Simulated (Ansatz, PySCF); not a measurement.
Reaction (SMILES): CCOC=O + 5 [H][H] (H2) → 3 C (CH4) + 2 O (H2O)
Geometries: B3LYP-D3(BJ)/def2-TZVP minima from Ansatz (a first-principles code), one conformer each, not searched for the lowest.

Wanted: energy of full hydrogenation (0 K, with B3LYP-D3(BJ) harmonic zero-point energies from PySCF), in kcal/mol. Cores are frozen in the correlated levels unless marked. No spin-orbit coupling. No relativistic terms. CBS(X,Y): correlation extrapolated as X^-3; Hartree-Fock from the larger set. [CCSD(T)-MP2]/basis is that difference in the basis named.

```
level                                                                 program  energy of full hydrogenation (kcal/mol)
-------------------------------------------------------------  --------------  ---------------------------------------
B3LYP-D4/def2-TZVPD                                            Ansatz + dftd4                                    -67.3
BHLYP/def2-TZVPD                                                       Ansatz                               (withheld)
TPSSh-D3(BJ)/def2-TZVPD                                         PySCF + dftd3                               (withheld)
r2SCANh/def2-TZVPD                                                     Ansatz                               (withheld)
LC-wPBE-D4/def2-TZVPD                                          Ansatz + dftd4                                    -73.2
wB97X-V/def2-TZVPD                                                     Ansatz                               (withheld)
SCS-MP2/6-31G*                                                         Ansatz                                    -45.8
CCSD/6-31G*                                                            Ansatz                                    -47.2
RI-MP2/CBS(aug-cc-pVTZ,aug-cc-pVQZ)+[CCSD(T)-MP2]/aug-cc-pVTZ          Ansatz                                    -73.2
```

Question: What belongs in the gaps?

Answer: 
- BHLYP/def2-TZVPD, energy of full hydrogenation (kcal/mol): -77.0
- TPSSh-D3(BJ)/def2-TZVPD, energy of full hydrogenation (kcal/mol): -58.6
- r2SCANh/def2-TZVPD, energy of full hydrogenation (kcal/mol): -69.5
- wB97X-V/def2-TZVPD, energy of full hydrogenation (kcal/mol): -68.7
